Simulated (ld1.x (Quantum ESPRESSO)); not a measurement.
# aluminium: excitation energies, all-electron against PAW

ld1.x (Quantum ESPRESSO) 7.5 input, shortened:

```
&input
   title='Al', zed=13., rel=0, dft='BLYP', iswitch=3,
   config='[Ne] 3s1.5 3p0 3d-2'
 /
 &inputp
   pseudotype=3, lpaw=.true., tm=.true., lloc=-2, rcloc=1.55,
   nlcc=.true., rcore=1.80,
   which_augfun='PSQ', rmatch_augfun_nc=.true.
 /
5
3S  1  0   1.50   0.00  1.65  2.05  0.0
3S  1  0   0.00   0.80  1.65  2.05  0.0
3P  2  1   0.00   0.00  1.45  1.85  0.0
3P  2  1   0.00   1.45  1.45  1.85  0.0
3D  3  2  -2.00  -0.20  1.45  1.75  0.0
 &test
   configts(1)='3s1.5 3p0'
 /
```

Energies are relative to the spin-unpolarised reference configuration 3s1.5 3p0; without spin polarisation the order of configurations can differ from experiment. The frozen-core shift is the all-electron ΔE with the core orbitals held at their reference shape minus the fully relaxed ΔE.

```csv
valence configuration,charge,ΔE all-electron (eV),error AE − PS (meV),frozen-core shift (meV)
3s2 3p1,0,-14.088,-3.5,+7.0
3s2 3p0,+1,-8.451,-2.1,+2.7
3s1 3p1,+1,-2.649,+0.3,+0.4
3s2 3p1.3,-0.3,-14.621,-3.1,+7.4
3s0 3p3,0,-3.573,+2.2,+0.9
3s1 3p2,0,-8.933,+0.7,+2.8
```

What are ΔE and the potential's error for 3s1 3p0?

ΔE = 10.730 eV all-electron; the error (AE − PS) is -3.9 meV.

Levels in the configuration 3s2 3p0:

```json
{"level": "3s", "all-electron (eV)": "-14.694", "pseudo (eV)": "-14.686"}
```

ld1.x printed “convergence not achieved” for 5 of the counted tests; their residual had stalled under 1e-8, short of the target of 1e-14.
